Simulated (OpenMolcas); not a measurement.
## Cu6+, Ag6+, Au6+: d⁵ down the group

```json
{
  "Program": "OpenMolcas",
  "Method": "CASSCF",
  "Basis": "ANO-RCC-VTZP",
  "Scalar Hamiltonian": "DKH2, point nucleus",
  "Spin-orbit coupling": "RASSI with atomic mean-field integrals over the reference wave functions, term energies averaged over their components"
}
```

Active space for each ion: 5 electrons in 5 orbitals (d).

Computed levels in cm-1 above ⁶S_5/2:

| Level | Cu6+ | Ag6+ | Au6+ |
| --- | --- | --- | --- |
| ⁴G_7/2 | 51498 | 35707 | 30998 |
| ⁴G_11/2 | 51528 | 35895 | 32632 |
| ⁴G_9/2 | 51565 | 36103 | 34598 |
| ⁴P_1/2 | 59534 | 41280 | 37523 |
| ⁴D_7/2 | 63916 | 43847 | 42738 |
| ⁴D_1/2 | 64275 | 45685 | 49645 |
| ²I_11/2 | 73381 | 50883 | 48304 |
| ²I_13/2 | 73648 | 52189 | 53397 |
| ²F_7/2(1) | 85272 | 61934 | 70743 |
| weight of ⁶S in the lowest level (%) | 100 | 98 | 80 |

Mixed levels, with the weight of the term that names them: Ag6+ ²F_7/2(1) (56 %), Au6+ ⁴G_7/2 (61 %), Au6+ ⁴G_11/2 (71 %), Au6+ ⁴P_1/2 (63 %), Au6+ ⁴D_7/2 (59 %), Au6+ ⁴D_1/2 (70 %), Au6+ ²I_11/2 (69 %), Au6+ ²F_7/2(1) (60 %).

Measured, with the error of the calculation in %. Measured levels: Cu6+, Ag6+ from the list in Gamrath, thesis, University of Mons (2023).

```json
{"Level": "⁴G_7/2", "Cu6+": "", "Ag6+": "30378 (+17.5)"}
{"Level": "⁴G_11/2", "Cu6+": "", "Ag6+": "30662 (+17.1)"}
{"Level": "⁴G_9/2", "Cu6+": "", "Ag6+": "30907 (+16.8)"}
{"Level": "⁴P_1/2", "Cu6+": "51407 (+15.8)", "Ag6+": "34605 (+19.3)"}
{"Level": "⁴D_7/2", "Cu6+": "55742 (+14.7)", "Ag6+": "36485 (+20.2)"}
{"Level": "⁴D_1/2", "Cu6+": "56210 (+14.3)", "Ag6+": "38685 (+18.1)"}
{"Level": "²I_11/2", "Cu6+": "67757 (+8.3)", "Ag6+": "44011 (+15.6)"}
{"Level": "²I_13/2", "Cu6+": "67918 (+8.4)", "Ag6+": "45546 (+14.6)"}
{"Level": "²F_7/2(1)", "Cu6+": "74408 (+14.6)", "Ag6+": "53353 (+16.1)"}
```

Without spin-orbit coupling ⁴G lies 51518, 35843, 32045 cm-1 above ⁶S in that order; the difference to the level ⁴G_7/2, of either sign, comes from spin-orbit coupling, which also lowers the zero.

Without dynamic correlation excited terms often stand tens of per cent too high (terms of higher spin than the ground term too low), and those without a measured partner can miss by more than the paired ones. Terms from blocks run as CI alone lack orbitals of their own. Computed and measured levels are paired by configuration, term and J; levels that our copy of the source lacks, or whose pairing is in doubt (as where it misses far off the trend of its configuration), stay unpaired and out of the deviations. Levels of configurations outside the active space are missing.

A number in round brackets counts repeated terms of one configuration in the order of the reference energies.
